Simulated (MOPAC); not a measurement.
MOPAC input (PM7):

```
PM7 1SCF GEO-OK AUX(PRECISION=9) THREADS=1
ClI

Cl   -0.00000000 1   -0.00000000 1   -1.77529694 1
I     0.00000000 1    0.00000000 1    0.56943487 1
```

Output:

```
 *******************************************************************************
 **                                                                           **
 **                              MOPAC v23.2.5                                **
 **                                                                           **
 *******************************************************************************
 ** MOPAC's Digital Object Identifier: https://doi.org/10.5281/zenodo.6511958 **
 **                                                                           **
 ** Please cite the open-source release paper for use of this MOPAC version:  **
 ** J. E. Moussa and J. J. P. Stewart (2026)                                  **
 ** MOPAC: An open-source semiempirical molecular orbital program             **
 ** J. Open Source Softw., 11(119), 8025, https://doi.org/10.21105/joss.08025 **
 *******************************************************************************

                              PM7 CALCULATION RESULTS

 *******************************************************************************
 *  PM7        - The PM7 Hamiltonian to be used
 *  GEO-OK     - OVERRIDE INTERATOMIC DISTANCE AND OTHER SAFETY CHECKS
 *  1SCF       - DO 1 SCF AND THEN STOP
 *  AUX        - OUTPUT AUXILIARY INFORMATION
 *******************************************************************************
PM7 1SCF GEO-OK AUX(PRECISION=9) THREADS=1
 ClI

   ATOM   CHEMICAL          X               Y               Z
  NUMBER   SYMBOL      (ANGSTROMS)     (ANGSTROMS)     (ANGSTROMS)

     1      Cl         -0.00000000  *  -0.00000000  *  -1.77529694  *
     2       I          0.00000000  *   0.00000000  *   0.56943487  *

          CARTESIAN COORDINATES

    NO.       ATOM           X           Y           Z

     1        Cl         -0.0000     -0.0000     -1.7753
     2         I          0.0000      0.0000      0.5694

 General Reference for PM7:
 "Optimization of Parameters for Semiempirical Methods VI: More Modifications to the
 NDDO Approximations and Re-optimization of Parameters", J. J. P. Stewart, J. Mol. Mod., 1:32, 19 (2013)
 https://link.springer.com/article/10.1007/s00894-012-1667-x

           Empirical Formula: Cl I  =     2 atoms

      MOLECULAR POINT GROUP   :   C*v

      RHF CALCULATION, NO. OF DOUBLY OCCUPIED LEVELS = 7

 -------------------------------------------------------------------------------
 PM7 1SCF GEO-OK AUX(PRECISION=9) THREADS=1
 ClI

     1SCF WAS SPECIFIED, SO BFGS WAS NOT USED
     SCF FIELD WAS ACHIEVED

                              PM7 CALCULATION
                                                       MOPAC v23.2.5 Linux

          FINAL HEAT OF FORMATION =          5.18455 KCAL/MOL =      21.69217 KJ/MOL

          COSMO AREA              =         91.99 SQUARE ANGSTROMS
          COSMO VOLUME            =         77.17 CUBIC ANGSTROMS

          IONIZATION POTENTIAL    =          9.547167 EV
          HOMO LUMO ENERGIES (EV) =         -9.547 -1.845
          NO. OF FILLED LEVELS    =          7
          MOLECULAR WEIGHT        =        162.3575         POINT GROUP:  C*v

          MOLECULAR DIMENSIONS (Angstroms)

            Atom       Atom       Distance
            I     2   Cl     1     2.34473
            I     2   Cl     1     0.00000
           Cl     1    I     2     0.00000

          SCF CALCULATIONS        =          1

   ATOM   CHEMICAL          X               Y               Z
  NUMBER   SYMBOL      (ANGSTROMS)     (ANGSTROMS)     (ANGSTROMS)

     1      Cl         -0.00000000  *  -0.00000000  *  -1.77529694  *
     2       I          0.00000000  *   0.00000000  *   0.56943487  *

                             CARTESIAN COORDINATES

   1   Cl       -0.000000000    -0.000000000    -1.775296940
   2    I        0.000000000     0.000000000     0.569434870

           Empirical Formula: Cl I  =     2 atoms

      MOLECULAR POINT GROUP   :   C*v

                  EIGENVALUES
 -26.59294 -22.30542 -12.72692 -11.94941 -11.94941  -9.54717  -9.54717  -1.84485
  70.18729  70.18729  70.47788  70.96116  70.96116 119.74212 119.78446 119.78446
 120.00643 120.00643

              NET ATOMIC CHARGES AND DIPOLE CONTRIBUTIONS

  ATOM NO.   TYPE          CHARGE      No. of ELECS.   s-Pop       p-Pop       d-Pop
    1         Cl          -0.217141        7.2171     1.99300     5.20636     0.01778
    2          I           0.217141        6.7829     1.95964     4.81894     0.00428
 DIPOLE           X         Y         Z       TOTAL
 POINT-CHG.     0.000     0.000     2.445     2.445
 HYBRID        -0.000    -0.000    -0.375     0.375
 SUM           -0.000    -0.000     2.071     2.071

          ATOMIC ORBITAL ELECTRON POPULATIONS

     Atom    s        px        py        pz      x^2-y^2     xz        z^2       yz        xy
    1 Cl   1.99300   1.99905   1.99905   1.20825   0.00000   0.00094   0.01590   0.00094   0.00000
    2  I   1.95964   1.99906   1.99906   0.82082   0.00000   0.00094   0.00240   0.00094   0.00000

 **********************
 *                    *
 * JOB ENDED NORMALLY *
 *                    *
 **********************

 == MOPAC DONE ==
```
